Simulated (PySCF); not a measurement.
# Computed vibrations of [Pb(OH)3]−

[Pb(OH)3]− (singlet). PySCF 2.14.0, RKS PBE0, Pb def2-SVP with ECP60, O def2-SVP, H def2-SVP; non-relativistic Hamiltonian with scalar-relativistic core potentials where named; density fitting; no spin-orbit coupling. Central differences of gradients.

```xyz
7

Pb    0.0000    0.0000   -0.2648
O     1.7433    0.2240    1.0426
H     1.5003   -0.4742    1.6683
O    -1.0656    1.3977    1.0426
H    -0.3395    1.5364    1.6683
O    -0.6777   -1.6217    1.0426
H    -1.1608   -1.0622    1.6683
```

Run from Python with OMP_NUM_THREADS=2. Where DIIS fails, smearing, a level shift and second-order steps follow.
It took 44 s on 2 threads of Arm Neoverse N1 (shared host).

(1) What are the harmonic wavenumbers and infrared intensities?

(2) Is this a minimum?

## Answers

(1) Modes are labelled in C3; negative numbers are unstable modes, those under 60 cm⁻¹ near the noise; a finer grid moves soft modes by up to 10 cm⁻¹.
```
cm⁻¹  km/mol  symmetry
 113     8.7         e
 113     8.7         e
 137    40.5         a
 399    37.7         e
 399    37.7         e
 453   144.1         e
 453   144.1         e
 486    50.9         a
 519    92.4         a
 808    64.8         e
 808    64.8         e
 848    36.9         a
3807     7.3         a
3811     3.9         e
3811     3.9         e
```

(2) Yes. Ideal gas at 298.15 K and 1 bar: S = 341.6 J/(mol K), Cp = 99.3 J/(mol K), H − H(0 K) = 20.1 kJ/mol (rigid rotor, harmonic modes, spin degeneracy alone).
